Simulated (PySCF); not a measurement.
Shifts of the heteroatoms

Atoms are numbered as in `[F:1][C:2]([F:3])=[C:4]([F:5])/[P:6]=[CH:7]/[C:8]([F:9])([F:10])[F:11]`; H(Xn) means a hydrogen on atom n.

- GIAO PBE0/pcSseg-1 shieldings
- geometry: GFN2-xTB
- code: PySCF
- non-relativistic Hamiltonian, no solvent model, one computed conformer, averaged over atoms made equivalent by symmetry, fast rotation or ring inversion

Question: Where does 19F resonate?

Answer: 
```
     atoms              environment  σ (ppm)  δ (ppm)
F9/F10/F11  fluorine of a CF3 group    247.3    -62.5
        F3         vinylic fluorine    248.8    -78.5
        F1         vinylic fluorine    279.7   -106.4
        F5         vinylic fluorine    355.9   -175.2
```

Shieldings were converted by a linear fit to measured shifts: 19F (scatter 6.0 ppm rms, 7.0 ppm with the 5 outliers that the fit left out vs CFCl3, solution or neat liquid, with a term for F on sp3 carbon). A few per cent of atoms miss by over 2 rms, more outside the fitted compound classes.

On a 400 MHz spectrometer 19F resonates near 376.4 MHz, so 1 ppm is 376.4 Hz.

Question: What are the 31P shifts?

Answer: 
```
atoms               environment  σ (ppm)  δ (ppm)
   P6  phosphorus bonded to 2 C     56.4    223.4
```

Shieldings were converted by a linear fit to measured shifts: 31P: δ = 270.09 − 0.828σ (rms 18.1 ppm, 64 shifts vs H3PO4, solution or neat liquid). Occasional misses reach two or three times the rms, and more in compound classes unlike the fitted ones.

On a 300 MHz spectrometer 31P resonates near 121.4 MHz, so 1 ppm is 121.4 Hz.
